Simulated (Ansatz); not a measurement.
Consider the substitution at a C–C bond: `CC(C)=[Se]` + `FC1NCO1` → `CN1COC1F` + `CC=[Se]`.

Computed with Ansatz on PBE0-D4/def2-TZVP structures; ΔE is electronic, products minus reactants. CCSD(T)/CBS is the MP2 limit (def2-TZVPP, def2-QZVPP) plus CCSD(T) − MP2 in def2-TZVPP, frozen cores. Functionals use def2-TZVPP. B3LYP here is the variant with VWN-RPA as its local correlation; programs differ in this. For Se outer-core shells are correlated without core-valence functions, which leaves a few kJ/mol of doubt a bond. Scalar relativity is left out up to krypton.

| level | ΔE (kcal/mol) | difference from CCSD(T)/CBS |
| --- | --- | --- |
| PBE-D4 | 9.6 | 0.3 |
| r2SCAN-D4 | 9.8 | 0.5 |
| PBE0-D4 | 9.9 | 0.6 |
| B3LYP-D4 | 8.8 | -0.5 |
| ωB97X-V | 8.8 | -0.5 |
| ωB97M-V | 9.4 | 0.1 |
| B2PLYP | 9.0 | -0.3 |
| PBE | 9.5 | 0.2 |
| r2SCAN | 9.9 | 0.6 |
| PBE0 | 9.8 | 0.5 |
| B3LYP | 8.7 | -0.6 |
| HF/def2-TZVPP | 8.5 | -0.8 |
| MP2/def2-TZVPP | 9.8 | 0.5 |
| SCS-MP2/def2-TZVPP | 8.9 | -0.4 |
| CCSD/def2-TZVPP | 8.8 | -0.5 |
| CCSD(T)/def2-TZVPP | 8.9 | -0.4 |
| HF/def2-QZVPP | 8.5 | -0.8 |
| MP2/def2-QZVPP | 10.1 | 0.8 |
| SCS-MP2/def2-QZVPP | 9.1 | -0.2 |
| HF/CBS(def2) | 8.5 | -0.8 |
| MP2/CBS(def2) | 10.3 | 1.0 |
| CCSD/CBS(def2) | 9.3 | 0.0 |
| CCSD(T)/CBS | 9.3 | 0 |

Largest T1 diagnostic among the species: 0.016.
